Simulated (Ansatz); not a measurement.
[DyCl6]3- (DyCl6³⁻). Total charge -3; sextet. Geometry PBE-D4/def2-SVP; atoms count from 1.

```xyz
7

Dy    0.000    0.000    0.000
Cl   -0.044    2.499   -1.088
Cl    0.045   -2.498    1.089
Cl   -2.716    0.034    0.224
Cl    2.716   -0.034   -0.225
Cl    0.232    1.101    2.483
Cl   -0.233   -1.101   -2.483
```

In the def2 sets Dy takes a core potential; there is no spin–orbit coupling. With an open 4f shell the SCF may have ended on a state above the lowest. A multiply charged anion in the gas phase is held together partly by the finite basis. The highest occupied level of the charge -3 sextet lies above zero (up to 3.36 eV). It is a level of β spin, whose loss leaves a septet; that state wasn't run at this geometry and level. The electron is either unbound and held by the finite basis, or the level is raised by self-interaction error. No other spin state of charge -3 was run.

Q: Estimate the Mulliken populations from the PBE0/def2-TZVP orbitals of Ansatz.

A: 
```json
{"atom": "Dy1", "charge (e)": "1.43", "spin (α − β)": "5.03", "d electrons": "10.78"}
{"atom": "Cl2", "charge (e)": "-0.74", "spin (α − β)": "0.00", "d electrons": "–"}
{"atom": "Cl3", "charge (e)": "-0.74", "spin (α − β)": "0.00", "d electrons": "–"}
{"atom": "Cl4", "charge (e)": "-0.74", "spin (α − β)": "0.00", "d electrons": "–"}
{"atom": "Cl5", "charge (e)": "-0.74", "spin (α − β)": "0.00", "d electrons": "–"}
{"atom": "Cl6", "charge (e)": "-0.74", "spin (α − β)": "0.00", "d electrons": "–"}
{"atom": "Cl7", "charge (e)": "-0.74", "spin (α − β)": "0.00", "d electrons": "–"}
```
Mulliken values and Mayer orders depend strongly on the basis.

Q: Where does the spin sit?

A: Summed by element: Dy 5.03, Cl -0.03, of 5 unpaired in all. Largest on single atoms: Dy1 5.03, Cl6 0.00, Cl7 0.00.

Q: And the Mayer bond orders between bonded heavy atoms (over 0.3)?

A: Dy1–Cl2 0.49 (2.73 Å); Dy1–Cl3 0.49 (2.73 Å); Dy1–Cl4 0.49 (2.73 Å); Dy1–Cl5 0.49 (2.73 Å); Dy1–Cl6 0.49 (2.73 Å); Dy1–Cl7 0.49 (2.73 Å).
